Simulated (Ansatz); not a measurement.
C2H7AlBF can be A, `FBC[CH2][AlH2]`, or B, `CB[CH](F)[AlH2]`.

Gas-phase electronic energies from Ansatz, PBE0-D4/def2-TZVP geometries. CCSD(T)/CBS adds triple-zeta CCSD(T) − MP2 to the extrapolated MP2 energy (def2 sets, frozen cores). DFT in def2-TZVPP. B3LYP here is the variant with VWN-RPA as its local correlation; programs differ in this. Each species was taken in one conformer, which may not be the lowest.

**Question.** Which isomer does CCSD(T)/CBS put lower? Give the gap. (An estimate is asked.)

**Answer.** Computed: A, by 40.6 kcal/mol.

**Question.** Give E(B) − E(A) in kcal/mol with HF/def2-TZVPP, B3LYP, PBE0-D4, B3LYP-D4, MP2/def2-TZVPP, r2SCAN-D4, PBE-D4. (Best estimate.)

**Answer.** The calculation gave: HF/def2-TZVPP 49.3, B3LYP 40.3, PBE0-D4 36.8, B3LYP-D4 39.6, MP2/def2-TZVPP 43.0, r2SCAN-D4 37.2, PBE-D4 34.1. None reverses the order clearly.

Largest T1 diagnostic: 0.013.

From PBE to PBE0 (25 % exact exchange), in def2-TZVPP and without D4, E(B) − E(A) moves by +2.6 kcal/mol. In def2-TZVPP, CCSD(T) changes the Hartree–Fock value by −8.2 kcal/mol (the triples alone add −1.5 kcal/mol) and MP2 by −6.3 kcal/mol.
